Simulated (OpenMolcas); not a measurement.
# Nb4+: ligand-field states by method

Nb4+ with 4 ligands (fluoride) in square-planar coordination (D4h) at 1.86 Å. Ligand basis ANO-RCC-VDZP.
```
Nb    0.0000    0.0000    0.0000
F     1.8600    0.0000    0.0000
F     0.0000    1.8600    0.0000
F    -1.8600    0.0000    0.0000
F     0.0000   -1.8600    0.0000
```

```
Program             : OpenMolcas
Basis               : ANO-RCC-VTZP [7s6p4d2f1g]
Scalar Hamiltonian  : DKH2, point nucleus
Active space        : 1 electron in 5 orbitals (4d)
State averaging     : 2S+1 = 2 even, 5 roots
Spin-orbit coupling : state interaction with AMFI integrals over the reference wave functions
```

I. CASSCF
II. SS-CASPT2, IPEA 0.25 Eh, imaginary shift 0.1 Eh (closed shells correlated: 4s 4p and the ligand valence shells)

Spin-free states (labels of D4, the rotations of D4h) in cm-1, each column counted from its own energy of the first state listed:

```tsv
State	Degeneracy	I	II
2A1	1	0	0
2E	2	8547	10780
2B2	1	20349	22580
2B1	1	63668	65200
```

From I to II, I's first state of the same spin (2E) moves from 8547 to 10780 cm-1, by about +2200 cm-1.

χT at 300 K: I 0.33, II 0.34 cm3 K/mol.

The least metal-like active orbital is 75 % on the metal (Löwdin) and no ligand orbital is active, so the numbers are rough. Ligand-to-metal charge-transfer states are missing. With metal d orbitals alone the field can be off either way by tens of per cent (holds for I). No measured value stands beside these numbers; the geometry was imposed, not optimised, and the real ion may take another.
